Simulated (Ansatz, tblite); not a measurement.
Cost and result up the ladder for the cluster Al2F2 (the lowest singlet isomer of a short search) (4 atoms). Total charge 0; singlet. Geometry: r2SCAN-D4/def2-TZVP.

```xyz
4

Al    0.772    0.214   -1.266
Al   -0.772   -0.218    1.269
F     0.072   -0.647   -2.506
F    -0.073    0.651    2.503
```

Ansatz on 4 threads of Arm Neoverse V1 on a shared host; xTB runs through tblite on one thread. Times are rough, summed over both states, and most runs start from the orbitals of an earlier one. B2PLYP/def2-TZVP serves as the yardstick here, not as an exact answer. The other state is a quintet at its own geometry, which has other bonds, so the gap mixes isomer and spin.

The xTB rows come from tblite. Correlated methods freeze 12 core orbitals. The structure comes from a short search, and lower isomers may exist.

Run but left out: GFN1-xTB (tight binding far off the other levels); HF/STO-3G (singlet: restricted singlet, unstable in another Hartree–Fock run and untested here); HF/def2-TZVP, HF/def2-TZVPP (singlet: restricted singlet, unstable towards broken spin symmetry).

Correlated methods converge slowly with the basis.

xTB has no spin-polarisation term.

| level | functions | wall time |
| --- | --- | --- |
| GFN2-xTB | 26 | 0.006 s |
| LDA (SPW92)/def2-TZVP | 136 | 1.2 s |
| MP2/def2-TZVP | 136 | 1.8 s |
| PBE-D4/def2-TZVP | 136 | 2.1 s |
| PBE0-D4/def2-TZVP (with forces) | 136 | 2.8 s |
| RPA@PBE/def2-TZVP | 136 | 3.4 s |
| B2PLYP/def2-TZVP | 136 | 4.3 s |
| r2SCAN-D4/def2-TZVP | 136 | 4.8 s |
| ωB97M-V/def2-TZVP | 136 | 8.3 s |
| B97M-V/def2-TZVP | 136 | 9.4 s |
| CCSD(T)/def2-TZVPP | 146 | 38 s |

(1) Estimate what each level gives for the quintet − singlet (eV).

Answers

(1) 
```csv
level,quintet − singlet (eV),difference from B2PLYP/def2-TZVP (eV),remarks
GFN2-xTB,7.54,2.68,–
LDA (SPW92)/def2-TZVP,4.79,-0.06,–
MP2/def2-TZVP,4.24,-0.61,restricted SCF unstable (singlet)
PBE-D4/def2-TZVP,4.64,-0.22,–
PBE0-D4/def2-TZVP (with forces),4.44,-0.42,–
RPA@PBE/def2-TZVP,4.63,-0.22,–
B2PLYP/def2-TZVP,4.86,0.00,–
r2SCAN-D4/def2-TZVP,3.95,-0.91,–
ωB97M-V/def2-TZVP,5.43,0.58,–
B97M-V/def2-TZVP,4.97,0.11,–
CCSD(T)/def2-TZVPP,4.61,-0.25,restricted SCF unstable (singlet)
```
